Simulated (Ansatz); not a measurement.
C3H7BrSiZn, SMILES `[SiH3][C]1(Br)C[CH2][Zn]1`. Charge 0, multiplicity 1. The structure was optimised at the PBE0-D4/def2-TZVP level.

```xyz
13

Si    0.256    0.063   -2.118
C    -0.212    0.470   -0.372
Br   -2.063    1.169   -0.348
C    -0.040   -0.577    0.744
C     0.144    0.043    2.147
Zn    0.660    1.651    1.046
H    -0.614   -0.980   -2.735
H     1.658   -0.446   -2.103
H     0.188    1.287   -2.955
H    -0.897   -1.263    0.740
H     0.856   -1.157    0.494
H     0.855   -0.478    2.783
H    -0.791    0.217    2.678
```

Problem. What is the dipole moment at B3LYP/def2-TZVPP? (An estimate is asked.)

Solution. The calculation gave: 2.68 D, with components (2.07, 0.68, 1.56) D in this frame, pointing from negative to positive charge.

Problem. And with PBE, r2SCAN, ωB97M-V? (An estimate is asked.)

Solution. Computed: PBE 2.38 D, r2SCAN 2.56 D, ωB97M-V 3.06 D.

Problem. Give the Mulliken charges with B3LYP, r2SCAN, PBE in def2-TZVPP. (Estimate.)

Solution. The calculation gave: 
| atom | B3LYP | r2SCAN | PBE |
| --- | --- | --- | --- |
| Si1 | 0.24 | 0.27 | 0.17 |
| C2 | 0.12 | 0.04 | 0.15 |
| Br3 | -0.18 | -0.18 | -0.16 |
| C4 | -0.18 | -0.05 | -0.17 |
| C5 | -0.29 | -0.29 | -0.26 |
| Zn6 | 0.15 | 0.17 | 0.08 |
| H7 | -0.07 | -0.07 | -0.06 |
| H8 | -0.09 | -0.09 | -0.07 |
| H9 | -0.06 | -0.07 | -0.05 |
| H10 | 0.09 | 0.06 | 0.09 |
| H11 | 0.09 | 0.06 | 0.10 |
| H12 | 0.08 | 0.06 | 0.08 |
| H13 | 0.10 | 0.08 | 0.10 |

B3LYP here is the variant with VWN-RPA as its local correlation; programs differ in this.
